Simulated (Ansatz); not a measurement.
`C[N](C)[MgH]`. Charge 0, multiplicity 1.

Cartesian coordinates in Å:
```
C -0.053 -0.013 1.322
N -0.064 0.191 -0.102
C 0.392 -0.990 -0.784
Mg -0.607 1.795 -0.962
H 0.955 -0.248 1.706
H -0.706 -0.847 1.633
H -0.398 0.878 1.860
H -0.240 -1.870 -0.572
H 0.392 -0.854 -1.872
H 1.421 -1.270 -0.498
H -1.091 3.228 -1.731
```

Q: List the harmonic frequencies (cm⁻¹, unscaled) at PBE0-D4/def2-TZVP in Ansatz. (Best estimate.)

A: The calculation gave: 115, 164, 258, 281, 330, 332, 349, 582, 1011, 1092, 1110, 1157, 1216, 1282, 1438, 1459, 1464, 1466, 1500, 1515, 1640, 2930, 2938, 2952, 2965, 3052, 3054.

Q: Is this a minimum?

A: Yes, all 27 modes are real.

Q: Give the ideal-gas thermochemistry at 298.15 K and 1 bar (rigid rotor, harmonic oscillator; point group C2v, symmetry number 2).

A: Zero-point energy 225.2 kJ/mol; H(298) − E = 244.9 kJ/mol; entropy 318.4 J/(mol·K), of which translation 161.7, rotation 100.3, vibration 56.4; G(298) − E = 149.9 kJ/mol.

Q: And at 400, 500, 600, 800 and 1000 K?

A: 
| T (K) | H − E (kJ/mol) | S (J/mol/K) | G − E (kJ/mol) |
| --- | --- | --- | --- |
| 400 | 255.7 | 349.5 | 115.9 |
| 500 | 268.1 | 377.1 | 79.5 |
| 600 | 282.1 | 402.7 | 40.5 |
| 800 | 314.4 | 448.8 | -44.7 |
| 1000 | 350.9 | 489.5 | -138.6 |
